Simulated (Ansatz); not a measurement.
Job for Ansatz (a program for electronic structure): R-r2SCAN/def2-TZVPP on H3NOSn (SMILES [NH2][Sn][OH]), a point of a torsion scan. Elements past Kr take the def2 small-core potentials; no spin–orbit coupling.

Ansatz 0.2 input:
```yaml
crystal:
  periodic: [false, false, false]
  atoms:
    - {symbol: N, position_ang: [-1.23250449, -0.08735046, -0.00928092]}
    - {symbol: Sn, position_ang: [0.60488510, -1.02314120, 0.49403141]}
    - {symbol: O, position_ang: [1.18896994, 0.17135061, 2.04465477]}
    - {symbol: H, position_ang: [-2.08851123, -0.40137135, 0.43783958]}
    - {symbol: H, position_ang: [-1.22784185, 0.92054078, 0.13369066]}
    - {symbol: H, position_ang: [0.72105014, 0.90383359, 2.43799131]}
basis:
  gaussian:
    orbitals: def2-TZVPP
hamiltonian:
  xc: {name: r2SCAN}
scf: {lower_state_search: off}
```

It printed:

```
WARN ansatz: RAYON_NUM_THREADS=1 ignored (pool sized by the plan → 1); use --threads N
Functional definition: r2SCAN
these checks for a lower state are left out or cut short: stability, starts, cluster_reference, orbital_swaps, neighbouring_geometries, increment
integrals: 0.06 GiB planned
871 factors; their error is unknown
mean field: 0.47 GiB planned
mean field evaluation 1: about -9403.5751 eV, gradient 9.5e1 eV
mean field evaluation 2: about -9285.9322 eV, gradient 2.1e2 eV
mean field evaluation 4: about -9418.9299 eV, gradient 2.6e1 eV
mean field evaluation 8: about -9420.2275 eV, gradient 2.0e-1 eV
mean field evaluation 16: about -9420.2213 eV, gradient 4.0e-4 eV
mean field -9420.22133641 eV, -346.1867488578 hartree, gradient 6.8e-6 eV, S^2 0.000000; 0 other end points of the search recorded, 0 dependent functions left out
reference -9420.22134895 eV, -346.1867493185 hartree; 20, 20 occupied and 134, 134 virtual orbitals, 871 factors
Total energy: -9420.22134895 eV, -346.1867493185 hartree
Checks for a lower state left out: stability, starts, cluster_reference, orbital_swaps, neighbouring_geometries, increment
```

The calculation finished and met its thresholds.

Cost: around 2.9 core-seconds (rough).
